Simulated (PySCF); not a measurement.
# Electronic structure of Mn6+

The free ion Mn6+ in its d1 configuration.

Method (PySCF 2.14, density fitting): CASSCF(1,5) with orbitals averaged over all microstates of the shell, strongly contracted NEVPT2 on the averaged canonical orbitals; basis x2c-TZVPall; spin-free X2C; gas phase; spin-orbit coupling by state interaction with the mean-field operator over all roots.

## Spin-free states

```
2S+1  deg.  free-ion term  CASSCF / cm⁻¹  NEVPT2 / cm⁻¹
   2     5        2D 1.00              0              0
```

Energies are counted from the ground state at NEVPT2 level. Weights follow the labels.

## Ligand-field fit



Spin-orbit constant ζ = 518 cm⁻¹.

## Spin-orbit levels

```json
{"E / cm⁻¹": "0.0", "deg.": "4", "J": "3/2", "make-up": "1.00 2D"}
{"E / cm⁻¹": "1294.4", "deg.": "6", "J": "5/2", "make-up": "1.00 2D"}
```

## Magnetism

The lowest spin-orbit level is 4-fold with J = 3/2; the next lies at 1294.4 cm⁻¹. μeff is 1.62 μB at 300 K and 1.55 μB at 10 K; the free-ion value g_J√(J(J+1)) for the Hund's-rule level J = 3/2 is 1.55 μB.

```csv
T / K,χT / cm³ K mol⁻¹,μeff / μB
2,0.300,1.55
5,0.300,1.55
10,0.301,1.55
20,0.301,1.55
30,0.302,1.55
50,0.304,1.56
75,0.306,1.56
100,0.308,1.57
150,0.312,1.58
200,0.316,1.59
250,0.321,1.60
300,0.328,1.62
```

Powder magnetisation at 2 K: 0.13 μB at 0.5 T, 0.26 μB at 1 T, 0.50 μB at 2 T, 0.69 μB at 3 T, 0.93 μB at 5 T, 1.06 μB at 7 T.

Measured levels beside the computed ones:

```tsv
level	computed / cm⁻¹	measured / cm⁻¹
2D J = 3/2	0	0
2D J = 5/2	1294	1350
```

Source of the measured levels: Corliss and Sugar, J. Phys. Chem. Ref. Data 6, 1253 (1977).

The job took 0.77 s on one thread of Arm Neoverse V2 (shared host), with 48 basis functions, launched as `OMP_NUM_THREADS=1 python lf_run.py task.json out`.
